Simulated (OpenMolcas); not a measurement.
# Pt5+: effect of the basis set

```yaml
Program: OpenMolcas
Method: "XMS-CASPT2, IPEA 0.25 Eh, imaginary shift 0.1 Eh (closed shells correlated: 5s 5p)"
Active_space: 5 electrons in 5 orbitals (5d)
State_averaging: 2S+1 = 6 even, 1 root; 2S+1 = 4 even, 24 roots; 2S+1 = 2 even, 75 roots
Spin-orbit_coupling: state interaction with AMFI integrals over the reference wave functions, term energies averaged over their components
```

A. ANO-RCC-VDZP [7s6p4d2f], DKH2, point nucleus; CASPT2 step of the order of 18 core-seconds
B. ANO-R2 [8s6p5d3f1g], X2C, finite nucleus; CASPT2 step about 15 core-seconds
C. ANO-RCC-VTZP [8s7p5d3f1g], DKH2, point nucleus; CASPT2 step roughly 16 core-seconds

Energies in eV above 5d⁵ ⁶S_5/2.

| Level | A | B | C |
| --- | --- | --- | --- |
| 5d⁵ ⁶S_5/2 | 0.0000 | 0.0000 | 0.0000 |
| 5d⁵ ⁴G_7/2 [58 %] | 3.338 | 3.183 | 3.108 |
| 5d⁵ ⁴G_11/2 [73 %] | 3.574 | 3.411 | 3.326 |
| 5d⁵ ⁴G_9/2 | 3.762 | 3.563 | 3.498 |
| 5d⁵ ⁴P_1/2 [60 %] | 3.901 | 3.777 | 3.709 |
| 5d⁵ ⁴D_7/2 [58 %] | 4.567 | 4.282 | 4.237 |
| 5d⁵ ⁴D_1/2 [67 %] | 5.245 | 4.941 | 4.904 |
| 5d⁵ ²I_11/2 [68 %] | 5.333 | 5.078 | 4.950 |
| 5d⁵ ⁴F_3/2 [52 %] | 5.635 | 5.426 | 5.339 |
| 5d⁵ ²I_13/2 | 5.918 | 5.616 | 5.482 |
| 5d⁵ ²H_9/2 [51 %] | 6.719 | 6.445 | 6.317 |
| 5d⁵ ²G_7/2(1) [54 %] | 7.006 | 6.606 | 6.458 |
| 5d⁵ ²F_7/2(1) [58 %] | 7.535 | 7.186 | 7.046 |
| 5d⁵ ²S_1/2 | 7.919 | 7.472 | 7.325 |
| 5d⁵ ²H_11/2 [68 %] | 8.228 | 7.856 | 7.718 |
| 5d⁵ ²D_3/2(2) | 8.878 | 8.471 | 8.281 |
| 5d⁵ ²G_9/2(2) | 9.944 | 9.416 | 9.227 |
| 5d⁵ ²G_7/2(2) | 10.362 | 9.779 | 9.598 |
| 5d⁵ ²P_3/2 | 11.139 | 10.506 | 10.270 |
| 5d⁵ ²P_1/2 | 11.940 | 11.225 | 11.017 |
| 5d⁵ ²D_5/2(3) | 12.802 | 12.230 | 12.002 |
| 5d⁵ ²D_3/2(3) | 13.270 | 12.594 | 12.366 |

Among A to C the level of the table that moves most is 5d⁵ ²P_1/2, by 7400 cm-1 (lowest in C, highest in A). Moves below CASPT2's spread within the term are not significant.

CASPT2 does not keep the components of a term degenerate, so their means are used; among the terms shown or strongly mixed into the levels shown the widest spread is 1900 cm-1 (5d⁵ ²H, B). The CASPT2 spread within a term exceeds the gap to the next term for 5d⁵ ²F(1) and 5d⁵ ⁴F, 5d⁵ ²H and 5d⁵ ²G(1), so the order of their levels is uncertain, and so are names and mixing where such terms share a J (figures for A; the like holds for B, C). The basis is small and was not contracted for so high a charge (holds for A). Only configurations of the active space appear. Levels that lie high or do not pair safely by name in every column are left out.

A share in square brackets marks a mixed level and gives the weight of the term that names it, the lowest over the columns. A number in round brackets counts repeated terms of one configuration in the order of the reference energies.
